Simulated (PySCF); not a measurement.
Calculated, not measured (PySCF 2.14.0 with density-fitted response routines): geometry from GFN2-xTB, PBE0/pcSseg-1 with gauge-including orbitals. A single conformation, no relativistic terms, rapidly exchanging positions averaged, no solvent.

Referencing at the same level of theory: ¹H, ¹³C against TMS. Acid and N–H amide carbonyl carbons lie up to 10 ppm further downfield in solution (hydrogen bonding). Shifts are as computed. Against solution values, carbons near 30 ppm lie about +3 ppm off and those near 130 ppm about +5 ppm (rms about the fit 2.1 ppm; single classes can miss by 10 ppm). Of 1328 compounds with measured shifts, 309 miss one by over three times the rms of a fit or turn the order of signals round; such compounds aren't used in these exercises. Signals without a measured value on file couldn't be tested in this way; 1H shifts scatter by 0.2 ppm about their fit, and single ones miss by 0.5 ppm. Groups on amide-type nitrogens are kept apart (slow C–N rotation). OH and NH positions are gas-phase values without hydrogen bonding to other molecules.

Task: Order these molecules by the shift of their most deshielded carbon, lowest δ first.
A. CCC([SiH3])([SiH3])[SiH3]
B. C[Si@@H](O)[SiH2][SiH3]
C. NC(=O)CC(F)F
D. N#CC1=COC=C[C@@H]1O

Result: B (5.1 ppm, methyl carbon bonded to Si), A (30.9 ppm, sp3 CH2), D (160.2 ppm, alkene carbon bearing oxygen), C (167.8 ppm, amide carbonyl carbon).

Task: Order these molecules by the shift of their most shielded carbon, lowest δ first.
A. N#CC1=COC=C[C@@H]1O
B. C[Si@@H](O)[SiH2][SiH3]
C. CCC([SiH3])([SiH3])[SiH3]
D. NC(=O)CC(F)F

Result: C (-5.2 ppm, fully substituted sp3 carbon bonded to 3 Si), B (5.1 ppm, methyl carbon bonded to Si), D (44.7 ppm, sp3 CH2 α to a carbonyl), A (63.5 ppm, allylic sp3 CH bonded to O).

Task: How many ¹³C and ¹H signals does each give (equivalence by symmetry and fast rotation, but not about amide C–N or C=N bonds)? `CCC([SiH3])([SiH3])[SiH3]`, `N#CC1=COC=C[C@@H]1O`, `C[Si@@H](O)[SiH2][SiH3]`, `NC(=O)CC(F)F`

Result: CCC([SiH3])([SiH3])[SiH3]: 3 C, 3 H; N#CC1=COC=C[C@@H]1O: 6 C, 5 H; C[Si@@H](O)[SiH2][SiH3]: 1 C, 6 H; NC(=O)CC(F)F: 3 C, 4 H.
